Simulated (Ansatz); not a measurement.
This geometry of AlClF3H (6 atoms, charge 0, multiplicity 1) is a first-order saddle point.

Method: Ansatz 0.2.0, RHF/def2-SVP.

```xyz
6
Properties=species:S:1:pos:R:3
Al 0.014 -0.291 -0.012
Cl 0.014 0.045 2.278
F 1.429 0.157 -0.696
F -1.428 0.085 -0.684
F 0.063 -1.932 0.657
H 0.052 -1.361 1.739
```

(1) Which two structures does it join? (They come from a converged band through this point; their orientation in space is the band's.)

(2) How far does it lie above each of them?

## Answers

(1) Bonds broken: F5–H6. Bonds formed: Cl2–H6.

Image 0:

```xyz
6
Properties=species:S:1:pos:R:3
Al 0.008 0.000 0.181
Cl -0.004 0.615 2.195
F 1.415 0.109 -0.657
F -1.410 0.024 -0.647
F 0.065 -1.932 0.655
H 0.071 -2.112 1.554
```

Image 6:

```xyz
6
Properties=species:S:1:pos:R:3
Al 0.019 -0.433 -0.240
Cl 0.015 -0.063 2.287
F 1.407 0.334 -0.650
F -1.415 0.250 -0.642
F 0.067 -2.057 0.031
H 0.053 -1.327 2.494
```

(2) 73.9 kJ/mol above the first and 62.3 kJ/mol above the second. This is the barrier of this one path; another mechanism may lie lower. The orbitals stay closed-shell, which can raise the energy where a bond breaks towards radicals; this wasn't checked here.

Time of the run: 49 s on 1 thread of Intel(R) Xeon(R) CPU @ 2.60GHz (Ice Lake) (shared host), peak memory 0.17 GiB.
